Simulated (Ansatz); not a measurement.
Species: BNH2Br2, charge 0, singlet. BNH2Br2 (SMILES NB(Br)Br).
B3LYP-D3(BJ)/def2-TZVP minimum from Ansatz (a quantum-chemistry and plane-wave program):
```xyz
6

B     -0.4043     0.3661    -0.3469
Br     1.3585    -0.0449    -1.0299
Br    -0.9553    -0.3203     1.3759
N     -1.2684     1.1487    -1.0884
H     -2.1932     1.3849    -0.7681
H     -1.0194     1.5246    -1.9886
```

Total energies in hartree (Ansatz). UHF or UKS for unpaired electrons; spin-orbit terms are left out. Correlated methods leave the cores frozen (noble-gas shells, and filled d and f shells in the p block). No relativity. Where a partner has so few electrons that a lower coupled-cluster level is exact, that level stands in. Spin-orbit terms, left out, reach several kcal/mol for Br and I, and more for heavier atoms.

```csv
species,HF/cc-pVTZ,CCSD(T)/cc-pVTZ,HF/cc-pVQZ,CCSD(T)/cc-pVQZ,CCSD(T)/cc-pVDZ,CCSDT(Q)/cc-pVDZ
1: BNH2Br2 (SMILES NB(Br)Br),-5225.38354,-5226.07738,-5225.39506,-5226.14560,-5225.73443,-5225.73625
2: B (doublet),-24.53207,-24.59810,-24.53297,-24.60084,-24.58941,-24.58977
3: Br (doublet),-2572.44509,-2572.60263,-2572.44802,-2572.62195,-2572.47590,-2572.47619
4: N (quartet),-54.40069,-54.51471,-54.40372,-54.52482,-54.47850,-54.47866
5: H (doublet),-0.49981,-0.49981,-0.49995,-0.49995,-0.49928,-0.49928
```

Q: Work out the atomisation energy (electronic, to ground-state atoms) in kcal/mol: take Hartree-Fock from cc-pVQZ, extrapolate the CCSD(T) correlation energy as X^-3 (X = 3, 4), and add CCSDT(Q) - CCSD(T) in cc-pVDZ. 1 hartree = 627.51 kcal/mol.

A: 
Species 1: correlation (64·(-0.75054) - 27·(-0.69384))/37 = -0.79192; step -0.00182; E1 = -5225.39506 + (-0.79192) + (-0.00182) = -5226.18880
Species 2: correlation (64·(-0.06787) - 27·(-0.06603))/37 = -0.06921; step -0.00036; E2 = -24.53297 + (-0.06921) + (-0.00036) = -24.60254
Species 3: correlation (64·(-0.17393) - 27·(-0.15754))/37 = -0.18589; step -0.00029; E3 = -2572.44802 + (-0.18589) + (-0.00029) = -2572.63420
Species 4: correlation (64·(-0.12110) - 27·(-0.11402))/37 = -0.12627; step -0.00016; E4 = -54.40372 + (-0.12627) + (-0.00016) = -54.53015
Species 5: correlation (64·(0.00000) - 27·(0.00000))/37 = 0.00000; step +0.00000; E5 = -0.49995 + (0.00000) + (+0.00000) = -0.49995
-1·E1 +1·E2 +2·E3 +1·E4 +2·E5 = 0.78781 hartree = 494.4 kcal/mol.
